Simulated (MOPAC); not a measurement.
Input file for MOPAC: PM6 on BiH3 (SMILES [BiH3]), a point of a bond scan (R = 2.695 Å).

```
PM6 1SCF PRECISE CHARGE=0 THREADS=1
BiH3

Bi     0.00064571 1    -0.00113707 1     0.03585399 1
H     -2.20579941 1    -0.31946030 1    -1.47827682 1
H      0.91972929 1    -1.10344750 1    -1.04483824 1
H      0.49699466 1     1.41117705 1    -0.95747634 1
```

The log:

```
*******************************************************************************
 **                                                                           **
 **                              MOPAC v23.2.5                                **
 **                                                                           **
 *******************************************************************************
 ** MOPAC's Digital Object Identifier: https://doi.org/10.5281/zenodo.6511958 **
 **                                                                           **
 ** Please cite the open-source release paper for use of this MOPAC version:  **
 ** J. E. Moussa and J. J. P. Stewart (2026)                                  **
 ** MOPAC: An open-source semiempirical molecular orbital program             **
 ** J. Open Source Softw., 11(119), 8025, https://doi.org/10.21105/joss.08025 **
 *******************************************************************************

                              PM6 CALCULATION RESULTS

 *******************************************************************************
 *  PM6        - The PM6 Hamiltonian to be used
 *
 *
 *
 *                 CHARGE ON SYSTEM = 0
 *
 *
 *
 *  PRECISE    - TIGHTER CRITERIA TO BE USED
 *  1SCF       - DO 1 SCF AND THEN STOP
 *  THREADS=1  - MULTI-THREADING NOT USED
 *  T=         - A TIME OF 172800.0 SECONDS REQUESTED
 *  DUMP=N     - RESTART FILE WRITTEN EVERY 7200.0 SECONDS REQUESTED
 *******************************************************************************
PM6 1SCF PRECISE CHARGE=0 THREADS=1
 BiH3

   ATOM   CHEMICAL          X               Y               Z
  NUMBER   SYMBOL      (ANGSTROMS)     (ANGSTROMS)     (ANGSTROMS)

     1      Bi          0.00064571  *  -0.00113707  *   0.03585399  *
     2       H         -2.20579941  *  -0.31946030  *  -1.47827682  *
     3       H          0.91972929  *  -1.10344750  *  -1.04483824  *
     4       H          0.49699466  *   1.41117705  *  -0.95747634  *



          CARTESIAN COORDINATES

    NO.       ATOM           X           Y           Z

     1        Bi          0.0006     -0.0011      0.0359
     2         H         -2.2058     -0.3195     -1.4783
     3         H          0.9197     -1.1034     -1.0448
     4         H          0.4970      1.4112     -0.9575

 General Reference for PM6:
 "Optimization of Parameters for Semiempirical Methods V: Modification of NDDO Approximations
 and Application to 70 Elements", J. J. P. Stewart, J. Mol. Mod., 13, 1173-1213 (2007)
 URL: https://link.springer.com/article/10.1007/s00894-007-0233-4

           Empirical Formula: H3 Bi  =     4 atoms



      MOLECULAR POINT GROUP   :   Cs


      RHF CALCULATION, NO. OF DOUBLY OCCUPIED LEVELS = 4


 -------------------------------------------------------------------------------
 PM6 1SCF PRECISE CHARGE=0 THREADS=1
 BiH3



     1SCF WAS SPECIFIED, SO BFGS WAS NOT USED
     SCF FIELD WAS ACHIEVED


                              PM6 CALCULATION
                                                       MOPAC v23.2.5 Linux




          FINAL HEAT OF FORMATION =         83.83848 KCAL/MOL =     350.78021 KJ/MOL


          COSMO AREA              =         96.07 SQUARE ANGSTROMS
          COSMO VOLUME            =         84.30 CUBIC ANGSTROMS

          IONIZATION POTENTIAL    =          8.534653 EV
          HOMO LUMO ENERGIES (EV) =         -8.535  0.614
          NO. OF FILLED LEVELS    =          4
          MOLECULAR WEIGHT        =        212.0041         POINT GROUP:  Cs

          MOLECULAR DIMENSIONS (Angstroms)

            Atom       Atom       Distance
            H     3    H     2     3.25137
            H     4    H     2     2.34682
            H     2   Bi     1     1.13983


          SCF CALCULATIONS        =          1





   ATOM   CHEMICAL          X               Y               Z
  NUMBER   SYMBOL      (ANGSTROMS)     (ANGSTROMS)     (ANGSTROMS)

     1      Bi          0.00064571  *  -0.00113707  *   0.03585399  *
     2       H         -2.20579941  *  -0.31946030  *  -1.47827682  *
     3       H          0.91972929  *  -1.10344750  *  -1.04483824  *
     4       H          0.49699466  *   1.41117705  *  -0.95747634  *

                             CARTESIAN COORDINATES

   1   Bi        0.000645710    -0.001137070     0.035853990
   2    H       -2.205799410    -0.319460300    -1.478276820
   3    H        0.919729290    -1.103447500    -1.044838240
   4    H        0.496994660     1.411177050    -0.957476340


           Empirical Formula: H3 Bi  =     4 atoms



      MOLECULAR POINT GROUP   :   Cs


                  EIGENVALUES
 -20.16300 -11.53709  -9.79690  -8.53465   0.61440   2.87890   3.70384


              NET ATOMIC CHARGES AND DIPOLE CONTRIBUTIONS

  ATOM NO.   TYPE          CHARGE      No. of ELECS.   s-Pop       p-Pop
    1         Bi           0.126818        4.8732     1.81737     3.05581
    2          H          -0.027779        1.0278     1.02778
    3          H          -0.049520        1.0495     1.04952
    4          H          -0.049520        1.0495     1.04952
 DIPOLE           X         Y         Z       TOTAL
 POINT-CHG.    -0.042    -0.031     0.695     0.697
 HYBRID         0.506     0.124    -1.134     1.248
 SUM            0.463     0.093    -0.438     0.645


          ATOMIC ORBITAL ELECTRON POPULATIONS

     Atom    s        px        py        pz
    1 Bi   1.81737   0.98939   0.89552   1.17090
    2  H   1.02778
    3  H   1.04952
    4  H   1.04952

 **********************
 *                    *
 * JOB ENDED NORMALLY *
 *                    *
 **********************




 == MOPAC DONE ==
```

The run finished.

Cost: roughly 0.020 core-seconds.
